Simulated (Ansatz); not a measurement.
C2H8S2Si (`C[SiH](S)CS`) at its PBE0-D4/def2-TZVP geometry, where that method's forces vanish. Charge 0, multiplicity 1.

```xyz
13

C    -1.1147   -0.8217   -1.0031
Si   -0.3977    0.5658    0.0132
S    -0.1076    2.1900   -1.3643
C     1.2331    0.0816    0.8083
S     1.0221   -1.3089    1.9562
H    -1.3591   -1.6791   -0.3723
H    -2.0338   -0.4944   -1.4938
H    -0.4132   -1.1459   -1.7758
H    -1.3240    0.9794    1.0985
H     0.2669    3.0721   -0.4228
H     2.0146   -0.1304    0.0759
H     1.5923    0.9075    1.4281
H     0.6210   -2.2160    1.0520
```

Q: What forces (eV/Å) does ωB97M-V/def2-TZVPP give on these atoms in Ansatz 0.2.0? (An estimate is asked.)

A: The calculation gave: 
```
C1  -0.015 -0.025 -0.004
Si2 -0.063  0.009  0.120
S3   0.027  0.064  0.047
C4   0.045  0.131 -0.095
S5  -0.043 -0.159  0.009
H6   0.017  0.051 -0.047
H7   0.062 -0.024  0.031
H8  -0.042  0.019  0.051
H9   0.100 -0.046 -0.114
H10 -0.023 -0.060 -0.054
H11 -0.067  0.022  0.055
H12 -0.024 -0.049 -0.057
H13  0.027  0.067  0.059
```
